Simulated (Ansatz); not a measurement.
Frontier orbitals of `C[O][GeH2][O]C`.

Total charge 0; spin multiplicity 1. Correlated methods include outer-core shells of Ge, which these sets cover unevenly. Scalar relativity is left out up to krypton. The geometry is a stationary point of PBE0-D4/def2-TZVP. It is one conformer, not always the lowest. Basis def2-TZVPP, Ansatz 0.2.0.

```
functional  HOMO (eV)  LUMO (eV)  gap (eV)
       PBE      -6.33      -0.08      6.25
      BLYP      -6.25       0.01      6.26
    B97M-V      -6.83       0.11      6.94
      PBE0      -7.92       0.81      8.73
   LC-ωPBE     -10.70       3.07     13.77
   ωB97M-V     -10.33       2.54     12.87
```

Against PBE, PBE0 changes HOMO and LUMO by −1.58 and +0.90 eV, ωB97M-V by −3.99 and +2.62 eV. A gap of 6.25 eV thus becomes 12.87 eV for the same molecule, so an orbital gap means little without its functional. A positive LUMO is unbound and depends on the basis.

LC-ωPBE has ω = 0.4 bohr⁻¹.
